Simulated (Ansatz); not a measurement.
Species: H5Si2O, charge 1, singlet. H5Si2O+ (parent SMILES [SiH2]O[SiH3], singlet).
B3LYP-D3(BJ)/def2-TZVP minimum from Ansatz (a program for electronic structure):
```
O
Si 1 1.5454
Si 1 1.7320 2 173.97
H 2 1.4648 1 118.44 3 -180.00
H 2 1.4656 4 122.44 1 180.00
H 3 1.4679 1 103.84 2 -120.09
H 3 1.4679 6 114.31 1 112.44
H 3 1.4683 6 114.04 7 133.72
```
Charge +1, spin multiplicity 1.

Total energies in aug-cc-pV(D+d)Z, 18 correlated electrons, 11 frozen orbitals. Open shells are spin-unrestricted; no spin-orbit coupling. Cores are frozen in correlated methods. No relativity. The spin of H5OSi2+ (parent SMILES [SiH2]O[SiH3], singlet) was assumed, and the state is the lowest solution found for it.

```tsv
method	program	energy (Eh)	minus CCSDT(Q) (mEh)
HF	Ansatz	-655.44952	437.84
MP2	Ansatz	-655.83312	54.24
CCSD	Ansatz	-655.87419	13.17
CCSD(T)	Ansatz	-655.88551	1.86
CCSDT(Q)	Ansatz	-655.88736	0.00
```

Rough core times of Ansatz's runs on a shared machine: CCSD(T) under 20 s, CCSDT(Q) 60 min.
